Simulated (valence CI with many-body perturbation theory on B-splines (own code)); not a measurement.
## E1 line list for In36+

Calculated by relativistic CI+MBPT: three valence electrons over a frozen Dirac-Fock core [Ne], radial functions for each j: 11 s, 11 p, 9 d, 7 f, 5 g, 2 h, 1 i, with the one-electron correlation potential Σ1 (screened to all orders), the two-electron term Σ2, the three-electron term Σ3, Breit, model QED; selected single and double excitations, second order for the rest (own B-spline code, finite nucleus).

No measured spectrum was set against this ion. As an estimate, large intervals hold to a few tenths of a per cent, small ones and those within an open d or f shell to about a per cent.

Lines 51 to 100 of 271 in falling wavelength, among levels below 35.085 Ry, chosen from the strongest by gf and those to the six lowest levels. Wavelengths and rates use the calculated energies. Electric multipoles are in the length gauge, E1 and E2 with the static RPA response of the core. Weak lines are less certain than strong ones. Lines between different terms over intervals too small for the method are left out, as are lines whose strength nearly cancels. The highest levels of a list are the least certain.

Levels are named by their leading jj configuration (3d3/2^4 stands for four electrons in 3d with j = 3/2), which in mixed levels can hold well under half, so a name can repeat and another be missing. Letters in brackets count levels of one name in rising energy.

```
λ vac (nm)                          Upper                       Lower   A (s⁻¹)  log gf  Branch %
     9.774     (3s 3p1/2 3d3/2) J=3/2 [a]  (3s 3p1/2 3p3/2) J=3/2 [a]  2.09e+07   -3.92       0.1
     9.753             (3s 3p3/2^2) J=5/2          (3s^2 3p3/2) J=3/2  4.49e+08   -2.42      99.8
     9.656      (3p1/2 3p3/2^2) J=3/2 [a]  (3s 3p1/2 3p3/2) J=3/2 [b]  7.74e+06   -4.36       0.0
     9.592             (3s 3d5/2^2) J=9/2  (3s 3p3/2 3d5/2) J=7/2 [a]  2.31e+10   -0.50      15.2
     9.418      (3p1/2 3p3/2 3d3/2) J=7/2      (3s 3p1/2 3d5/2) J=7/2  8.25e+09   -1.06       9.8
     9.415     (3s 3p1/2 3d5/2) J=5/2 [b]  (3s 3p1/2 3p3/2) J=3/2 [b]  6.76e+08   -2.27       0.8
     9.365         (3s 3p1/2 3d3/2) J=5/2  (3s 3p1/2 3p3/2) J=3/2 [a]  4.80e+08   -2.42       9.7
     9.349          (3p3/2^2 3d5/2) J=7/2  (3s 3p3/2 3d5/2) J=5/2 [a]  1.48e+10   -0.81       9.6
     9.268     (3s 3d3/2 3d5/2) J=7/2 [b]  (3s 3p3/2 3d5/2) J=7/2 [a]  5.76e+10   -0.23      29.5
     9.165  (3p1/2 3p3/2 3d5/2) J=7/2 [b]       (3p1/2 3p3/2^2) J=5/2  7.91e+10   -0.10      69.6
     9.140         (3s 3p3/2 3d3/2) J=7/2          (3s 3p3/2^2) J=5/2  1.30e+10   -0.89       8.8
     9.131  (3p1/2 3p3/2 3d5/2) J=7/2 [a]  (3s 3p1/2 3d5/2) J=5/2 [b]  1.94e+10   -0.71      17.4
     9.117     (3s 3p1/2 3d5/2) J=5/2 [a]      (3s 3p1/2 3p3/2) J=5/2  4.63e+08   -2.46       1.0
     9.110  (3p1/2 3p3/2 3d5/2) J=5/2 [c]   (3p1/2 3p3/2^2) J=3/2 [b]  1.22e+11   -0.04      49.0
     9.096             (3s^2 3d3/2) J=3/2          (3s^2 3p3/2) J=3/2  2.42e+09   -1.92       0.9
     8.995      (3p1/2 3p3/2 3d5/2) J=1/2   (3p1/2 3p3/2^2) J=3/2 [b]  3.22e+10   -1.11      18.8
     8.927     (3s 3p1/2 3d3/2) J=3/2 [b]      (3s 3p1/2 3p3/2) J=5/2  2.74e+08   -2.88       0.1
     8.842  (3p1/2 3p3/2 3d5/2) J=7/2 [a]      (3s 3p1/2 3d5/2) J=7/2  1.11e+10   -0.98       9.9
     8.805          (3p1/2^2 3d5/2) J=5/2       (3p1/2^2 3p3/2) J=3/2  1.71e+10   -0.92      20.4
     8.793         (3s 3p1/2 3d5/2) J=7/2      (3s 3p1/2 3p3/2) J=5/2  2.57e+10   -0.62      85.2
     8.747     (3s 3d3/2 3d5/2) J=7/2 [a]  (3s 3p3/2 3d3/2) J=5/2 [a]  4.23e+10   -0.41      17.8
     8.722      (3p1/2 3p3/2^2) J=3/2 [a]      (3s 3p1/2 3p3/2) J=5/2  2.81e+10   -0.89      19.8
     8.718      (3p1/2 3p3/2 3d5/2) J=1/2       (3p1/2 3p3/2^2) J=1/2  9.88e+10   -0.65      57.6
     8.713     (3s 3p3/2 3d5/2) J=7/2 [b]          (3s^2 3d5/2) J=5/2  1.91e+11    0.24      96.0
     8.702  (3p1/2 3p3/2 3d5/2) J=3/2 [b]       (3p1/2 3p3/2^2) J=1/2  3.10e+10   -0.85      17.3
     8.662      (3p1/2 3p3/2 3d3/2) J=5/2      (3s 3p1/2 3d3/2) J=5/2  1.79e+10   -0.92      24.8
     8.657     (3s 3d3/2 3d5/2) J=7/2 [b]  (3s 3p3/2 3d5/2) J=5/2 [a]  5.09e+10   -0.34      26.1
     8.646          (3p3/2^2 3d5/2) J=3/2  (3s 3p3/2 3d3/2) J=3/2 [b]  7.26e+10   -0.49      28.8
     8.642  (3p1/2 3p3/2 3d5/2) J=5/2 [c]       (3p1/2 3p3/2^2) J=5/2  2.93e+10   -0.71      11.8
     8.604  (3p1/2 3p3/2 3d5/2) J=3/2 [a]   (3p1/2 3p3/2^2) J=3/2 [a]  2.72e+10   -0.92      12.9
     8.593  (3p1/2 3p3/2 3d5/2) J=5/2 [a]   (3p1/2 3p3/2^2) J=3/2 [a]  1.58e+10   -0.98       7.0
     8.579         (3s 3p3/2 3d5/2) J=1/2          (3s 3p3/2^2) J=1/2  1.06e+11   -0.63      41.2
     8.538          (3p3/2^2 3d5/2) J=7/2      (3s 3p3/2 3d3/2) J=7/2  3.56e+10   -0.51      23.0
     8.538     (3s 3d3/2 3d5/2) J=5/2 [a]  (3s 3p3/2 3d3/2) J=3/2 [a]  6.48e+10   -0.37      24.3
     8.537     (3s 3p3/2 3d3/2) J=3/2 [b]          (3s^2 3d3/2) J=3/2  7.77e+10   -0.47      23.2
     8.537  (3p1/2 3p3/2 3d5/2) J=7/2 [a]  (3s 3p1/2 3d5/2) J=5/2 [a]  5.41e+10   -0.33      48.4
     8.535     (3s 3d3/2 3d5/2) J=5/2 [a]  (3s 3p3/2 3d3/2) J=5/2 [a]  1.09e+10   -1.15       4.1
     8.534         (3s 3d3/2 3d5/2) J=9/2      (3s 3p3/2 3d3/2) J=7/2  1.05e+11    0.06      61.2
     8.525  (3p1/2 3p3/2 3d5/2) J=5/2 [a]      (3s 3p1/2 3d5/2) J=7/2  1.54e+10   -1.00       6.8
     8.525     (3s 3p1/2 3d5/2) J=5/2 [a]  (3s 3p1/2 3p3/2) J=3/2 [a]  4.47e+10   -0.53      96.7
     8.525     (3s 3p1/2 3d5/2) J=5/2 [b]      (3s 3p1/2 3p3/2) J=5/2  4.23e+10   -0.56      51.2
     8.522  (3p1/2 3p3/2 3d5/2) J=3/2 [b]       (3p1/2 3p3/2^2) J=5/2  5.09e+10   -0.65      28.5
     8.520     (3s 3p3/2 3d5/2) J=3/2 [a]          (3s 3p3/2^2) J=5/2  5.61e+10   -0.61      67.0
     8.519      (3p1/2 3p3/2 3d5/2) J=9/2      (3s 3p1/2 3d5/2) J=7/2  4.23e+10   -0.34      56.7
     8.504     (3s 3p3/2 3d5/2) J=5/2 [b]          (3s 3p3/2^2) J=3/2  1.49e+11   -0.01      45.2
     8.485  (3p1/2 3p3/2 3d5/2) J=5/2 [b]  (3s 3p1/2 3d5/2) J=5/2 [b]  6.36e+10   -0.39      34.9
     8.465          (3p3/2^2 3d5/2) J=7/2  (3s 3p3/2 3d3/2) J=5/2 [a]  3.15e+10   -0.57      20.4
     8.465          (3p3/2^2 3d3/2) J=3/2  (3s 3p3/2 3d3/2) J=1/2 [a]  4.04e+10   -0.76      14.5
     8.434          (3p3/2^2 3d3/2) J=3/2  (3s 3p3/2 3d3/2) J=3/2 [a]  2.13e+10   -1.04       7.7
     8.431          (3p3/2^2 3d3/2) J=3/2  (3s 3p3/2 3d3/2) J=5/2 [a]  1.79e+10   -1.12       6.4
```
